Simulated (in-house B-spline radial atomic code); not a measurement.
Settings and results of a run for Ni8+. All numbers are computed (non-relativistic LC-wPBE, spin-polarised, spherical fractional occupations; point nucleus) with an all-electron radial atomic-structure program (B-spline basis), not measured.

Command:
```bash
python run_scf.py task.json out
```
Settings:
```
Z                28
configuration    [Ar] 3d2
hamiltonian      nr
method           lc_wpbe
spin_polarised   True
```

Output (hartree, bohr):
```
 radial grid: 43 intervals, B-splines of order 8, outer radius 7.931 bohr

 iter        energy (Eh)    residual
    1       -1474.094047    8.68e-01
    2       -1484.425927    3.20e-01
    3       -1485.587411    1.14e-01
    4       -1485.729226    4.01e-02
    5       -1485.745307    1.17e-02
    6       -1485.747418    3.81e-04
    7       -1485.747419    1.87e-05
    8       -1485.747419    8.75e-07
    9       -1485.747419    6.72e-08

 total energy                     -1485.74742
 kinetic                            1485.0572
 electron-nucleus                  -3406.5164
 Hartree                             492.3523
 exact exchange                       -4.1846
 exchange-correlation                -52.4560

 orbital      occ     eigenvalue          <r>       <r^2>       <1/r>     <1/r^2>       r_max
 1s up      1.000      -305.6646    0.0548382  0.00403107     27.5117     1523.22     0.03614
 1s down    1.000      -305.6649     0.054838    0.004031     27.5118     1523.22     0.03614
 2s up      1.000       -42.7574     0.248005   0.0724691     5.95413     145.102      0.2076
 2s down    1.000       -42.6857     0.247742   0.0723075     5.96102     145.422      0.2074
 2p up      3.000       -38.2389     0.216519   0.0574247     5.90768     47.7647      0.1663
 2p down    3.000       -38.1851     0.216221   0.0572529      5.9141     47.8545      0.1662
 3s up      1.000       -10.5485     0.696979     0.55472     2.03704     25.5517       0.626
 3s down    1.000       -10.4195     0.699235     0.55841     2.02823     25.3064      0.6269
 3p up      3.000        -9.1159     0.702884     0.57228     1.94831     8.21696      0.6199
 3p down    3.000        -8.9834     0.705682    0.576995     1.93902     8.13695      0.6212
 3d up      2.000        -6.5021     0.693094    0.571821     1.76504     3.95051      0.5519
```

Run time, properties included: 0.34 s on 1 thread of Arm Neoverse V1 (shared host).

Caution: exact exchange at fractional occupations of open shells leaves self-interaction of up to several eV.
